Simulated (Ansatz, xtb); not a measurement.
## Relative energy of two conformers of CH3BF3Ge+

Structure I: `[CH3][Ge+]([F])[B](F)F`, a singlet. Structure II: `[CH3][Ge+]([F])[B](F)F`, a singlet. Both are isolated ions in the gas phase, relaxed with r2SCAN-D4/def2-SVP.

I (Å):

```xyz
9

C    -0.8839    0.6957    0.0484
B     1.6828    1.2176   -2.6955
F    -0.5374    3.1304   -1.6119
F     1.3866    0.6257   -3.8060
F     2.8548    1.6284   -2.3371
Ge    0.0870    1.5643   -1.3356
H    -0.2613   -0.0511    0.5637
H    -1.2688    1.4608    0.7412
H    -1.7409    0.1832   -0.4288
```

II (Å):

```xyz
9

C    -1.6630   -0.2413   -0.0220
B     2.1124   -0.2794    0.1056
F     0.1269    2.1161   -0.3607
F     3.0382    0.6184    0.1282
F     2.2777   -1.5597    0.1866
Ge    0.1112    0.4323   -0.0863
H    -1.7012   -1.2749   -0.3996
H    -2.3241    0.4309   -0.5907
H    -1.9781   -0.2423    1.0390
```

Q: Which of the two would you expect CCSD(T)/def2-SVP + ΔMP2/def2-TZVPP electronic energies to favour?

A: Too close to call at this level: CCSD(T)/def2-SVP + ΔMP2/def2-TZVPP gives E(II) − E(I) = +0.16 kcal/mol.

Level by level:

```tsv
level	geometry	E(II) − E(I) (kcal/mol)	departure from the last row (kcal/mol)	job, with rough time for the two
r2SCAN-D4/def2-SVP	r2SCAN-D4/def2-SVP	+0.11	−0.05	optimisation, 85 s
HF/def2-SVP	r2SCAN-D4/def2-SVP	+0.39	+0.22	part of the CCSD(T) run
MP2/def2-SVP	r2SCAN-D4/def2-SVP	+0.04	−0.13	part of the CCSD(T) run
CCSD(T)/def2-SVP	r2SCAN-D4/def2-SVP	+0.03	−0.13	single point
CCSD(T)/def2-SVP + ΔMP2/def2-TZVPP	r2SCAN-D4/def2-SVP	+0.16		single point, 16 s
```

The largest departure from CCSD(T)/def2-SVP + ΔMP2/def2-TZVPP is that of HF/def2-SVP, 0.22 kcal/mol. A small imaginary or near-zero mode remains, so no thermal terms are given. Levels run at GFN2-xTB geometries aren't shown. The last row adds to CCSD(T) the change of the MP2 difference between the two basis sets, here +0.13 kcal/mol.

The correlated steps freeze 14 core orbitals; the filled d shell of Ge is correlated, in a basis made for valence electrons. Codes used: Ansatz 0.2.0; the last row on 4 threads of Intel(R) Xeon(R) 6975P-C (Granite Rapids) on a shared host.
